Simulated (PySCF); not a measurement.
**Spinor energies of Lu²⁸⁺ (lutetium, charge +28)**

Start: [Kr] 4d7; 4d3/2 filled at m_j = -3/2, -1/2, +1/2, +3/2; 4d5/2 filled at m_j = +1/2, +3/2, +5/2. Calculated with PySCF 2.14 in an uncontracted even-tempered set (17 s from 2.4 bohr⁻², ratio 2.8; 14 p from 3.1 bohr⁻², ratio 2.8; 9 d from 3.1 bohr⁻², ratio 2.8; 3 f from 14 bohr⁻², ratio 3): generalised Hartree-Fock with the X2C-1e Hamiltonian and a Gaussian nucleus; one run each with spin-orbit coupling (SO) switched off, then screened by Boettger's factors.

```json
{"spinor shell": "1s1/2", "electrons": "2", "ε, spin-free (eV)": "-64640.1", "ε, screened SO (eV)": "-64622.7", "weight of nominal j (screened SO)": "1.000", "rms radius, screened SO (bohr)": "0.0219"}
{"spinor shell": "2s1/2", "electrons": "2", "ε, spin-free (eV)": "-11967.4", "ε, screened SO (eV)": "-11961.5", "weight of nominal j (screened SO)": "1.000", "rms radius, screened SO (bohr)": "0.0885"}
{"spinor shell": "2p1/2", "electrons": "2", "ε, spin-free (eV)": "-10647.3", "ε, screened SO (eV)": "-11442.6", "weight of nominal j (screened SO)": "1.000", "rms radius, screened SO (bohr)": "0.0754"}
{"spinor shell": "2p3/2", "electrons": "4", "ε, spin-free (eV)": "-10647.3", "ε, screened SO (eV)": "-10318.2", "weight of nominal j (screened SO)": "1.000", "rms radius, screened SO (bohr)": "0.0825"}
{"spinor shell": "3s1/2", "electrons": "2", "ε, spin-free (eV)": "-3531.1", "ε, screened SO (eV)": "-3528.9", "weight of nominal j (screened SO)": "1.000", "rms radius, screened SO (bohr)": "0.226"}
{"spinor shell": "3p1/2", "electrons": "2", "ε, spin-free (eV)": "-3128.2", "ε, screened SO (eV)": "-3301.8", "weight of nominal j (screened SO)": "1.000", "rms radius, screened SO (bohr)": "0.217"}
{"spinor shell": "3p3/2", "electrons": "4", "ε, spin-free (eV)": "-3128.2", "ε, screened SO (eV)": "-3054.6", "weight of nominal j (screened SO)": "1.000", "rms radius, screened SO (bohr)": "0.231"}
{"spinor shell": "3d3/2", "electrons": "4", "ε, spin-free (eV)": "-2642.8", "ε, screened SO (eV)": "-2675.3", "weight of nominal j (screened SO)": "1.000", "rms radius, screened SO (bohr)": "0.204"}
{"spinor shell": "3d5/2", "electrons": "6", "ε, spin-free (eV)": "-2642.8", "ε, screened SO (eV)": "-2618.9", "weight of nominal j (screened SO)": "1.000", "rms radius, screened SO (bohr)": "0.208"}
{"spinor shell": "4s1/2", "electrons": "2", "ε, spin-free (eV)": "-1424.6", "ε, screened SO (eV)": "-1423.8", "weight of nominal j (screened SO)": "1.000", "rms radius, screened SO (bohr)": "0.474"}
{"spinor shell": "4p1/2", "electrons": "2", "ε, spin-free (eV)": "-1274.6", "ε, screened SO (eV)": "-1328.2", "weight of nominal j (screened SO)": "0.997", "rms radius, screened SO (bohr)": "0.478"}
{"spinor shell": "4p3/2", "electrons": "4", "ε, spin-free (eV)": "-1274.6", "ε, screened SO (eV)": "-1251.2", "weight of nominal j (screened SO)": "0.999", "rms radius, screened SO (bohr)": "0.504"}
{"spinor shell": "4d3/2", "electrons": "4", "ε, spin-free (eV)": "-1089.5", "ε, screened SO (eV)": "-1096.6", "weight of nominal j (screened SO)": "0.966", "rms radius, screened SO (bohr)": "0.502"}
{"spinor shell": "4d5/2", "electrons": "3", "ε, spin-free (eV)": "-1089.5", "ε, screened SO (eV)": "-1083.2", "weight of nominal j (screened SO)": "0.967", "rms radius, screened SO (bohr)": "0.508"}
```

```json
{"quantity": "E (hartree)", "spin-free": "-14174.19585", "screened SO": "-14189.19747"}
{"quantity": "M_J", "spin-free": "9/2", "screened SO": "9/2"}
{"quantity": "⟨J²⟩", "spin-free": "24.752", "screened SO": "24.754"}
{"quantity": "⟨L²⟩", "spin-free": "12.001", "screened SO": "15.111"}
{"quantity": "⟨S²⟩", "spin-free": "3.750", "screened SO": "2.803"}
```

Each row is a mean over spinors that exchange with the open shell spreads, by up to 21.806 eV (4p3/2).

Breit and QED terms are absent; they matter most for the inner s and p1/2 levels.

Densities and radii are taken from the X2C orbitals without a picture-change correction, which distorts them close to the nucleus.

Without spin-orbit coupling the j labels of p, d and f shells carry no meaning; the spin-free column gives the mean over the occupied spinors of each nl shell.
